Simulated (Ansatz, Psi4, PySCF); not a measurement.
hafnium atom (Hf), triplet (core potentials on Hf). Base run: PySCF with PBE0/def2-SVPD.

PySCF was given this input:
```python
from pyscf import gto, scf, dft

mol = gto.Mole()
mol.atom = '''
    Hf    0.00000000    0.00000000    0.00000000
'''
mol.basis = 'def2-svpd'
mol.ecp = {'Hf': 'def2-svpd'}
mol.spin = 2
mol.verbose = 4
mol.build()

mf = dft.UKS(mol)
mf.xc = 'pbe0'
mf.kernel()
```

The same geometry, method and basis name were run in Ansatz (an electronic-structure program) and Psi4 and PySCF, at each program's defaults and at the settings that a row names. The base is PySCF at its defaults. Differences at the defaults can come from grids, fitting, cores and function types together. The rows with settings made alike still differ; the cause (another SCF solution, basis table, core potential or functional code) wasn't traced.

```json
[
 {"code and settings": "PySCF, defaults (exact integrals, its default grid, spherical functions)", "ΔE vs base (mEh)": "0.000", "basis functions": "35", "E (Eh)": "-47.83738", "SCF cycles": "17", "outcome": "converged"},
 {"code and settings": "Psi4, defaults (density fitting with its default set, its default grid, spherical functions)", "ΔE vs base (mEh)": "13.926", "basis functions": "35", "E (Eh)": "-47.82346", "SCF cycles": "15", "outcome": "another SCF solution"},
 {"code and settings": "Ansatz, defaults (factorised integrals, its default grid, spherical functions)", "ΔE vs base (mEh)": "0.003", "basis functions": "35", "E (Eh)": "-47.83738", "SCF cycles": "-", "outcome": "converged"},
 {"code and settings": "PySCF, density fitting with def2-universal-jkfit", "ΔE vs base (mEh)": "-0.008", "basis functions": "35", "E (Eh)": "-47.83739", "SCF cycles": "17", "outcome": "converged"},
 {"code and settings": "PySCF, fine grid", "ΔE vs base (mEh)": "0.000", "basis functions": "35", "E (Eh)": "-47.83738", "SCF cycles": "17", "outcome": "converged"},
 {"code and settings": "Psi4, exact integrals, spherical functions, fine grid", "ΔE vs base (mEh)": "13.933", "basis functions": "35", "E (Eh)": "-47.82345", "SCF cycles": "18", "outcome": "another SCF solution"},
 {"code and settings": "Ansatz, high accuracy", "ΔE vs base (mEh)": "0.000", "basis functions": "35", "E (Eh)": "-47.83738", "SCF cycles": "-", "outcome": "converged"}
]
```

A guess, shift, damping, solver or small numerical setting can't move a converged solution much, so rows marked as another SCF solution ended in a different state.

Open shells are given as the SCF converged; they aren't shown to be the lowest states, and a large step between rows can be another state.
